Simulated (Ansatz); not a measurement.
The cluster Na2Te⁺. Total charge 1; doublet. Geometry r2SCAN-D4/def2-TZVP; atoms count from 1.

```xyz
3

Na    0.187   -1.089   -2.489
Na    0.212    1.646    2.159
Te   -0.398   -0.557    0.330
```

In the def2 sets Te takes a core potential; there is no spin–orbit coupling. The structure comes from a short search, and lower isomers may exist.

(1) Estimate the Mulliken populations from the PBE0/def2-TZVP orbitals of Ansatz.

(2) Where does the spin sit?

(3) And the Mayer bond orders between heavy atoms (over 0.3)?

Results:

(1) 
```
atom  charge (e)  spin (α − β)
 Na1        0.67         -0.02
 Na2        0.67         -0.02
 Te3       -0.33          1.04
```
Mulliken values depend strongly on the basis.

(2) Summed by element: Na -0.04, Te 1.04, of 1 unpaired in all. Largest on single atoms: Te3 1.04, Na2 -0.02, Na1 -0.02.

(3) Na1–Te3 0.55 (2.93 Å); Na2–Te3 0.55 (2.93 Å).
